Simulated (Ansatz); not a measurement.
A nudged elastic band was laid between two geometries of CH$_{6}$FOPSi (11 atoms, charge 0, multiplicity 1).

Computed with RKS PBE0-D4/def2-SVP (Ansatz 0.2.0).

```
movable images  : 9
climbing image  : yes
spring          : 5.0 eV/Å²
optimiser       : quadratic models (default)
start path      : through a guess of the saddle point
force threshold : 0.05 eV/Å
iteration limit : 60
end points      : relaxed
```

First end point:

```xyz
11
Properties=species:S:1:pos:R:3
C -1.553 0.907 -0.531
O -0.656 -0.094 -0.119
Si 0.934 0.137 0.249
F 1.039 1.089 1.564
P 1.903 -1.827 0.721
H -2.479 0.427 -0.880
H -1.807 1.587 0.300
H -1.145 1.511 -1.362
H 1.623 0.866 -0.853
H 1.450 -2.387 -0.513
H 0.756 -2.273 1.446
```

Last end point:

```xyz
11
Properties=species:S:1:pos:R:3
C -1.645 1.054 -0.505
O -0.843 -0.076 -0.268
Si 0.781 -0.064 0.001
F 1.088 0.743 1.381
P 1.394 -2.214 0.117
H -2.635 0.717 -0.845
H -1.778 1.652 0.413
H -1.217 1.708 -1.286
H 1.504 0.685 -1.067
H 2.658 -1.879 0.695
H 0.758 -2.382 1.386
```

(1) What changes between the two ends?

(2) Give the energies along the band, and the barrier.

(3) What is the geometry of the highest image?

(4) What are the harmonic wavenumbers there?

Results:

(1) No bond is made or broken. The height of P5 over the plane of its neighbours goes from -0.88 to 0.88 Å.

(2) The run converged. The highest image is number 4 of 0 to 10, 22.4 kcal/mol above the first end and 22.8 kcal/mol above the last; the last end lies 0.4 kcal/mol below the first. A vibrational analysis at the climbing image gives one clearly imaginary mode, 657i cm⁻¹: a first-order saddle point.

| image | path coordinate (Å) | energy (kcal/mol) | height of P5 over the plane of its neighbours (Å) |
| --- | --- | --- | --- |
| 0 | 0.00 | 0.0 | -0.88 |
| 1 | 0.70 | 0.2 | -0.88 |
| 2 | 1.41 | 0.7 | -0.87 |
| 3 | 2.11 | 3.6 | -0.74 |
| 4 | 2.81 | 22.4 | -0.03 |
| 5 | 3.13 | 15.4 | 0.32 |
| 6 | 3.44 | 5.5 | 0.63 |
| 7 | 3.76 | 1.3 | 0.78 |
| 8 | 4.08 | -0.2 | 0.86 |
| 9 | 4.39 | -0.4 | 0.88 |
| 10 | 4.71 | -0.4 | 0.88 |

(3) 
```xyz
11
Properties=species:S:1:pos:R:3
C -1.671 1.064 -0.461
O -0.740 0.008 -0.457
Si 0.835 0.102 0.008
F 0.868 1.228 1.185
P 1.442 -1.878 0.609
H -2.683 0.638 -0.398
H -1.522 1.747 0.391
H -1.601 1.648 -1.396
H 1.806 0.572 -1.011
H 2.722 -2.367 0.326
H 0.610 -2.819 1.225
```

(4) 657i, 64, 82, 110, 180, 224, 267, 379, 480, 566, 750, 832, 847, 904, 1022, 1168, 1179, 1222, 1470, 1477, 1479, 2278, 2577, 2620, 3035, 3124, 3153 cm⁻¹.

Run time: 6.2 min on 2 threads of Intel(R) Xeon(R) 6975P-C (Granite Rapids) (shared host), peak memory 0.27 GiB.
